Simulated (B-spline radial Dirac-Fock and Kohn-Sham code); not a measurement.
## Dipole and non-dipole photoemission parameters of Pr⁴⁺ 5s

System: Pr⁴⁺, configuration [Xe] 4f1; threshold 87.48 eV (orbital energy of the model). Model: Dirac-Hartree-Slater photoionisation with a Latter tail; cross sections with all multipoles, angular parameters from the dipole term and its interference with E2. Program: a B-spline atomic structure program.

Input file task.json (cfg lists n, l and occupation; rrms is the nuclear radius in fm):

```json
{"items": [{
  "Z": 59,
  "q": 4,
  "cfg": [[1, 0, 2], [2, 0, 2], [2, 1, 6], [3, 0, 2], [3, 1, 6], [3, 2, 10], [4, 0, 2], [4, 1, 6], [4, 2, 10], [4, 3, 1], [5, 0, 2], [5, 1, 6]],
  "A": 141,
  "rrms": 4.8919,
  "do": "xps",
  "hv": [53.5, 83.9, 85.9, 90.9, 96.4, 118.0, 119.0, 121.0, 150, 200, 220.0, 234.0, 300, 625.0, 800, 964.0, 1253.6, 1790.0, 2984.4, 3330.0, 3370.0, 4430.0, 6000, 6320.0, 7610.0, 8047.8, 10400.0, 10800.0, 13000.0, 13300.0]
}]}
```

Command: `python xray2_run.py task.json out`

| hν (eV) | σ (kb) | β | γ |
| --- | --- | --- | --- |
| 96.4 | 155 | 1.854 | 0.067 |
| 118 | 138 | 1.892 | 0.146 |
| 119 | 137 | 1.893 | 0.148 |
| 121 | 135 | 1.895 | 0.152 |
| 150 | 111 | 1.919 | 0.223 |
| 200 | 78.8 | 1.937 | 0.283 |
| 220 | 70.0 | 1.942 | 0.295 |
| 234 | 64.7 | 1.944 | 0.301 |
| 300 | 46.5 | 1.952 | 0.326 |
| 625 | 15.7 | 1.968 | 0.322 |
| 800 | 10.7 | 1.971 | 0.288 |
| 964 | 7.87 | 1.973 | 0.253 |
| 1253.6 | 5.08 | 1.976 | 0.187 |
| 1790 | 2.73 | 1.979 | 0.079 |
| 2984.4 | 1.08 | 1.982 | -0.068 |
| 3330 | 0.882 | 1.982 | -0.091 |
| 3370 | 0.862 | 1.982 | -0.093 |
| 4430 | 0.513 | 1.983 | -0.120 |
| 6000 | 0.284 | 1.984 | -0.081 |
| 6320 | 0.256 | 1.984 | -0.067 |
| 7610 | ? | ? | ? |
| 8047.8 | 0.158 | 1.984 | 0.040 |
| 10400 | 0.0932 | 1.984 | 0.231 |
| 10800 | 0.0861 | 1.984 | 0.267 |
| 13000 | 0.0581 | 1.984 | 0.470 |
| 13300 | 0.0553 | 1.984 | 0.498 |

Problem. Give the values at 7610 eV.

Solution. σ = 0.177 kb, β = 1.984, γ = 0.009. For an s subshell δ is negligible.

Values without a named source are computed, but for edge energies of neutral atoms, which are taken from tables.
